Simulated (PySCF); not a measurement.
How methods differ on the excitation energy of Os

Os [Xe] 4f14 5d6 6s2 (5D) → Os [Xe] 4f14 5d8 (3F), as a difference of total energies. All numbers are calculated (PySCF 2.14, scalar relativity by spin-free X2C-1e, in x2c-TZVPPall with one added diffuse shell each of s, p, d, f type (12s8p8d4f1g, 113 functions)). Correlated levels: valence: [Xe] 4f14 frozen. The calculations carry no spin-orbit coupling.

```
           method  excitation energy (eV)
              UHF                   4.044
              LDA                   2.928
              PBE                   2.955
             PBE0                   3.028
           r2SCAN                   3.379
    MP2 (valence)                   3.104
SCS-MP2 (valence)                   2.832
```

**Question.** How much does correlation contribute at MP2 (valence)?

**Answer.** 3.104 − (4.044) = -0.940 eV, measured against UHF.

A first-order spin-orbit estimate (lowest level to lowest level, LS coupling) adds -0.131 eV.
